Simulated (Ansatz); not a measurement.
Cost and result for the atomization energy of C2H5FGeO (`F[CH]1O[CH2][GeH2]1`) (10 atoms, 10 bonds).

```tsv
atom	x (Å)	y (Å)	z (Å)
F1	-0.9004	-0.9722	1.7272
C2	-0.1536	-1.0770	0.5675
O3	-0.9342	-0.7878	-0.5470
C4	-0.6520	0.5832	-0.8915
Ge5	0.9691	0.5477	0.2526
H6	0.2097	-2.1055	0.5217
H7	-1.4530	1.2480	-0.5594
H8	-0.5195	0.6739	-1.9697
H9	1.1403	1.5607	1.3932
H10	2.2937	0.3290	-0.4945
```

Total charge 0; spin multiplicity 1. Correlated methods include outer-core shells of Ge, which these sets cover unevenly. Scalar relativity is left out up to krypton. The structure was optimised at the PBE0-D4/def2-TZVP level. Program: Ansatz. All runs use 4 threads of an Arm Neoverse V1 on a shared host. Times are those of one run each, without the atoms' runs, and a repeat can differ threefold. Electronic energies, without spin–orbit coupling; frozen cores. CCSD(T)/CBS adds CCSD(T) − MP2 in def2-TZVPP to the MP2 limit, and its time is that of the two runs behind it. T1 = 0.013. With those shells the extrapolation isn't a true limit. B3LYP takes the VWN-RPA correlation (the form of Gaussian; ORCA's B3LYP/G).

CCSD(T)/CBS is a level of theory with its own doubt, some kJ/mol a heavy atom from the limit and from the frozen cores, so smaller differences don't rank the functionals.

```csv
level,functions,wall time,atomization (kcal/mol),difference from CCSD(T)/CBS,per bond
PBE-D4/def2-TZVPP (with forces),242,2.9 s,870.9,23.0,2.3
PBE0-D4/def2-TZVPP,242,3.7 s,848.0,0.1,0.0
B3LYP-D4/def2-TZVPP (with forces),242,5.5 s,841.4,-6.5,-0.7
r2SCAN-D4/def2-TZVPP (with forces),242,6 s,850.3,2.4,0.2
B2PLYP/def2-TZVPP,242,7 s,834.7,-13.2,-1.3
ωB97X-V/def2-TZVPP,242,9 s,851.3,3.4,0.3
ωB97M-V/def2-TZVPP (with forces),242,14 s,846.5,-1.4,-0.1
MP2/def2-QZVPP,467,29 s,856.4,8.5,0.8
CCSD(T)/def2-TZVPP,242,4.4 min,826.5,-21.4,-2.1
CCSD(T)/CBS(def2),–,4.9 min,847.9,0.0,0.0
```

The D4 term adds +7.4 kcal/mol with B3LYP and +3.8 kcal/mol with PBE0; it sums over pairs of atoms, weighted by their polarisabilities, and B3LYP, whose exchange is more repulsive, gets the larger term. In def2-TZVPP, CCSD(T) changes the Hartree–Fock value by +246.0 kcal/mol (the triples alone add +16.1 kcal/mol) and MP2 by +263.4 kcal/mol; breaking electron pairs costs correlation energy, which Hartree–Fock lacks. From PBE to PBE0 (25 % exact exchange), in def2-TZVPP and without D4, the atomization energy moves by −22.1 kcal/mol: exact exchange takes away binding that semilocal exchange gives to molecules.
